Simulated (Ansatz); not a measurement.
Reaction (redistribution): `F[CH2][InH2]` + `B[SiH](B)CF` → `[BH2][InH][CH2]F` + `B[SiH2]CF`

Isolated molecules relaxed with PBE0-D4/def2-TZVP in Ansatz; ΔE leaves out vibrations. CCSD(T)/CBS is the MP2 limit (def2-TZVPP, def2-QZVPP) plus CCSD(T) − MP2 in def2-TZVPP, frozen cores. DFT in def2-TZVPP. B3LYP here is the variant with VWN-RPA as its local correlation; programs differ in this. Elements past krypton have def2 core potentials. For In outer-core shells are correlated without core-valence functions, which leaves a few kJ/mol of doubt a bond. One conformer a species, not always the lowest.

```
             level  ΔE (kcal/mol)  difference from CCSD(T)/CBS
            PBE-D4            0.1                          2.5
         r2SCAN-D4           -0.4                          2.0
           PBE0-D4           -0.4                          2.0
          B3LYP-D4           -1.0                          1.4
           ωB97X-V           -1.1                          1.3
            r2SCAN           -0.6                          1.8
             B3LYP           -1.9                          0.5
     HF/def2-TZVPP           -2.5                         -0.1
SCS-MP2/def2-TZVPP           -3.3                         -0.9
     HF/def2-QZVPP           -2.6                         -0.2
       CCSD(T)/CBS           -2.4                            0
```

Largest T1 diagnostic among the species: 0.014.

The D4 term adds +0.9 kcal/mol with B3LYP and +0.5 kcal/mol with PBE0; it sums over pairs of atoms, weighted by their polarisabilities, and B3LYP, whose exchange is more repulsive, gets the larger term.
